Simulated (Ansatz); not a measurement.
Al13As14H34⁺, a nanocrystal cut from zinc blende AlAs (hydrogen-capped): single points at one geometry.

```yaml
crystal:
  periodic: [false, false, false]
  atoms:
    - {symbol: Al, position_ang: [-4.117569, -1.373280, 2.589896]}
    - {symbol: Al, position_ang: [-4.154448, 1.937008, -0.485787]}
    - {symbol: Al, position_ang: [-1.761414, -4.035587, 1.891605]}
    - {symbol: Al, position_ang: [1.476198, -4.061875, -1.157232]}
    - {symbol: Al, position_ang: [-1.535301, 1.983211, -3.881039]}
    - {symbol: Al, position_ang: [1.527691, -1.251069, -3.947019]}
    - {symbol: Al, position_ang: [-1.497238, -1.006694, -1.002934]}
    - {symbol: Al, position_ang: [-1.050648, 2.013924, 1.903538]}
    - {symbol: Al, position_ang: [1.434514, -1.115934, 1.731484]}
    - {symbol: Al, position_ang: [1.450751, 1.670091, -1.100382]}
    - {symbol: Al, position_ang: [-0.934594, 5.050983, -0.967135]}
    - {symbol: Al, position_ang: [4.466714, -0.886011, -0.684644]}
    - {symbol: Al, position_ang: [3.898653, 2.586259, 2.682802]}
    - {symbol: As, position_ang: [-2.901690, -2.301332, 0.557933]}
    - {symbol: As, position_ang: [-2.822675, 0.643857, -2.234839]}
    - {symbol: As, position_ang: [-2.819031, 0.732870, 3.155373]}
    - {symbol: As, position_ang: [-2.335230, 3.448530, 0.381705]}
    - {symbol: As, position_ang: [0.011077, -2.445594, -2.358793]}
    - {symbol: As, position_ang: [-0.110733, -5.225301, 0.396679]}
    - {symbol: As, position_ang: [-0.085264, -2.570795, 3.091498]}
    - {symbol: As, position_ang: [2.807895, -2.545141, 0.290149]}
    - {symbol: As, position_ang: [-0.025754, 0.354641, -5.081339]}
    - {symbol: As, position_ang: [0.048451, 3.201822, -2.415989]}
    - {symbol: As, position_ang: [2.874103, 0.118862, -2.372040]}
    - {symbol: As, position_ang: [0.010249, 0.331943, 0.390545]}
    - {symbol: As, position_ang: [2.846486, 0.302784, 3.200973]}
    - {symbol: As, position_ang: [2.881285, 3.058591, 0.402324]}
    - {symbol: H, position_ang: [-3.557615, -2.432437, 3.677464]}
    - {symbol: H, position_ang: [-5.656062, -1.061145, 2.328401]}
    - {symbol: H, position_ang: [-5.338166, 2.721167, -1.209585]}
    - {symbol: H, position_ang: [-4.392396, 0.849785, 0.686797]}
    - {symbol: H, position_ang: [-2.564204, -5.073991, 2.785165]}
    - {symbol: H, position_ang: [2.304866, -5.056382, -2.082299]}
    - {symbol: H, position_ang: [-2.394250, 2.827657, -4.920278]}
    - {symbol: H, position_ang: [2.321495, -2.209169, -4.939713]}
    - {symbol: H, position_ang: [0.108584, 2.555603, 2.873444]}
    - {symbol: H, position_ang: [-1.851878, 5.984383, -1.879892]}
    - {symbol: H, position_ang: [0.278029, 5.561557, -0.044374]}
    - {symbol: H, position_ang: [5.711769, -1.617915, -1.355298]}
    - {symbol: H, position_ang: [4.562245, 0.235396, 0.475462]}
    - {symbol: H, position_ang: [5.448962, 2.290177, 2.465701]}
    - {symbol: H, position_ang: [3.205747, 3.582355, 3.717297]}
    - {symbol: H, position_ang: [-3.904856, -3.087638, -0.279432]}
    - {symbol: H, position_ang: [-3.818685, -0.176938, -3.050018]}
    - {symbol: H, position_ang: [-3.864141, 1.786419, 3.495350]}
    - {symbol: H, position_ang: [-2.281225, 0.546561, 4.574884]}
    - {symbol: H, position_ang: [-3.084055, 4.327205, 1.384436]}
    - {symbol: H, position_ang: [-0.871335, -3.319641, -3.247585]}
    - {symbol: H, position_ang: [-0.921537, -6.207242, -0.440598]}
    - {symbol: H, position_ang: [0.663536, -6.253687, 1.214259]}
    - {symbol: H, position_ang: [0.764965, -3.404878, 4.041214]}
    - {symbol: H, position_ang: [-0.812200, -1.729399, 4.130903]}
    - {symbol: H, position_ang: [3.576306, -3.444089, 1.256306]}
    - {symbol: H, position_ang: [-0.842423, -0.465096, -6.074885]}
    - {symbol: H, position_ang: [0.793141, 1.140498, -6.099496]}
    - {symbol: H, position_ang: [1.066748, 3.814044, -3.377182]}
    - {symbol: H, position_ang: [3.707736, 1.035480, -3.264706]}
    - {symbol: H, position_ang: [2.041328, 0.406521, 4.491880]}
    - {symbol: H, position_ang: [3.919155, -0.651141, 3.713660]}
    - {symbol: H, position_ang: [2.093342, 4.364708, 0.481096]}
    - {symbol: H, position_ang: [4.004594, 3.544484, -0.505720]}
basis:
  gaussian: {orbitals: def2-TZVP, fitting: {mean_field: def2-universal-jkfit}, initial_orbitals: start.molden}
total_charge: 1
hamiltonian: {xc: lda}
scf: {omitted_lower_state_checks: [starts]}
output: {orbitals: {seedname: orbitals}}
```

The file start.molden holds the orbitals of an earlier run on this structure, at another level or in another basis.

```sh
$ ansatz run in.yaml --threads 11 --pin off --events-out ev --progress --plain --max-ram 174080MiB --backend cuda --devices 0, --max-vram 75GiB
```

Output, abridged:

```
Functional definition: SPW92
6000 factors; integrals over basis functions are off by at most 6.7e-1 eV
mean field evaluation 1: about -936481.1543 eV, gradient 9.2e1 eV
mean field evaluation 2: about -936484.2729 eV, gradient 4.2e0 eV
mean field evaluation 4: about -936484.3972 eV, gradient 1.8e-1 eV
mean field evaluation 8: about -936484.3974 eV, gradient 2.1e-5 eV
mean field -936484.39741756 eV, -34415.1668331719 hartree, gradient 2.1e-5 eV, S^2 0.000000; 0 other end points of the search recorded, 0 dependent functions left out
reference -936484.39754940 eV, -34415.1668380173 hartree; 332, 332 occupied and 1025, 1025 virtual orbitals, 6000 factors
Total energy: -936484.39754940 eV, -34415.1668380173 hartree
Checks for a lower state left out: starts
```

Run time 9 s (11 threads of AMD EPYC 7R13 on a shared host and a whole NVIDIA H100 80GB HBM3), peak host memory 1.7 GiB.

As the first input, with `hamiltonian: {xc: r2scan, dispersion: d4}`, `output: {forces: true, orbitals: {seedname: orbitals}}` (abridged; 15 s):

```
Functional definition: r2SCAN
mean field -938100.47128816 eV, -34474.5564525024 hartree, gradient 2.1e-5 eV, S^2 0.000000
Total energy: -938101.92114700 eV, -34474.6097338321 hartree
Atom 0 force    -0.061930    -0.053721     0.053120 eV/Å
Atom 1 force    -0.029929     0.012011    -0.007816 eV/Å
Atom 2 force    -0.050643    -0.028069     0.056241 eV/Å
Atom 3 force     0.041005    -0.031738    -0.041774 eV/Å
Atom 4 force    -0.043008     0.047632    -0.028169 eV/Å
Atom 5 force     0.031860    -0.043862    -0.026384 eV/Å
Atom 6 force    -0.014067     0.034325     0.032961 eV/Å
Atom 7 force     0.009476     0.011127     0.007865 eV/Å
Atom 8 force     0.011328     0.031336    -0.012593 eV/Å
Atom 9 force    -0.005766     0.020800     0.022496 eV/Å
Atom 10 force     0.003185     0.021330    -0.004167 eV/Å
Atom 11 force     0.031705    -0.005566    -0.000607 eV/Å
Atom 12 force     0.040129     0.029341     0.045933 eV/Å
Atom 13 force    -0.156827    -0.213145    -0.107039 eV/Å
Atom 14 force    -0.161903    -0.159363    -0.160618 eV/Å
Atom 15 force    -0.106630     0.167382     0.336546 eV/Å
Atom 16 force    -0.130441     0.155485     0.236618 eV/Å
Atom 17 force    -0.112066    -0.173669    -0.182218 eV/Å
Atom 18 force    -0.007072    -0.377116    -0.015454 eV/Å
Atom 19 force     0.007979    -0.026688     0.352516 eV/Å
Atom 20 force     0.122808    -0.154929     0.176655 eV/Å
Atom 21 force     0.011721    -0.010257    -0.379271 eV/Å
Atom 22 force     0.179747     0.087938    -0.183210 eV/Å
Atom 23 force     0.141666     0.165964    -0.172692 eV/Å
Atom 24 force     0.052164    -0.008560     0.010395 eV/Å
Atom 25 force     0.042991    -0.165213     0.325782 eV/Å
Atom 26 force     0.080332     0.332528    -0.145662 eV/Å
Atom 27 force    -0.069374     0.135864    -0.133593 eV/Å
Atom 28 force     0.215931    -0.056202     0.047325 eV/Å
Atom 29 force     0.126999    -0.096955     0.091784 eV/Å
Atom 30 force     0.015073     0.134576    -0.140381 eV/Å
Atom 31 force     0.103676     0.130779    -0.121502 eV/Å
Atom 32 force    -0.105983     0.121498     0.113624 eV/Å
Atom 33 force     0.107296    -0.104110     0.124098 eV/Å
Atom 34 force    -0.098387     0.119508     0.120233 eV/Å
Atom 35 force    -0.130539    -0.055156    -0.114188 eV/Å
Atom 36 force     0.124033    -0.103079     0.114633 eV/Å
Atom 37 force    -0.167989    -0.033359    -0.123819 eV/Å
Atom 38 force    -0.146869     0.098740     0.090032 eV/Å
Atom 39 force    -0.001151    -0.133553    -0.135834 eV/Å
Atom 40 force    -0.199171     0.052205     0.041103 eV/Å
Atom 41 force     0.105285    -0.122942    -0.128108 eV/Å
Atom 42 force     0.194368     0.160437     0.168856 eV/Å
Atom 43 force     0.193166     0.165000     0.161518 eV/Å
Atom 44 force     0.213389    -0.212873    -0.069202 eV/Å
Atom 45 force    -0.109333     0.043563    -0.275249 eV/Å
Atom 46 force     0.144494    -0.175642    -0.195581 eV/Å
Atom 47 force     0.174709     0.171411     0.174265 eV/Å
Atom 48 force     0.169346     0.203896     0.172110 eV/Å
Atom 49 force    -0.163590     0.212307    -0.168395 eV/Å
Atom 50 force    -0.169441     0.169449    -0.194839 eV/Å
Atom 51 force     0.161576    -0.178118    -0.206452 eV/Å
Atom 52 force    -0.153219     0.178190    -0.189072 eV/Å
Atom 53 force     0.171017     0.170255     0.205314 eV/Å
Atom 54 force    -0.171775    -0.161607     0.209818 eV/Å
Atom 55 force    -0.200022    -0.119360     0.185452 eV/Å
Atom 56 force    -0.163357    -0.178936     0.176598 eV/Å
Atom 57 force     0.166279    -0.024917    -0.260300 eV/Å
Atom 58 force    -0.217899     0.195279    -0.100508 eV/Å
Atom 59 force     0.182172    -0.279098    -0.012583 eV/Å
Atom 60 force    -0.228522    -0.092349     0.183389 eV/Å
Dipole moment:     0.495824    -1.302923     0.123878 e Å
Checks for a lower state left out: starts
```

First input, but with `gaussian: {orbitals: def2-SVP, initial_orbitals: start.molden}`, `correlation: {method: mp2}` and without the key `hamiltonian` (abridged; 16 s):

```
Functional definition: HF
mean field -937138.91484104 eV, -34439.2199048370 hartree, gradient 3.0e-6 eV, S^2 0.000000
191 core orbitals not correlated: weight in the atoms' cores, before any rotation towards them, 1.000 or more for the frozen orbitals, at most 0.000 for the correlated occupied ones
second order -116.35495278 eV of doubles, -0.00000000 eV of singles
Total energy: -937255.26979382 eV, -34443.4958704835 hartree
Checks for a lower state left out: starts
```

Geometry: PBE-D4/def2-SVP.

Correlated methods freeze 191 core orbitals; core or outer-core shells of As are correlated, in sets that lack core-valence functions. Single mean-field runs in def2-TZVP are fitted with def2-universal-jkfit.
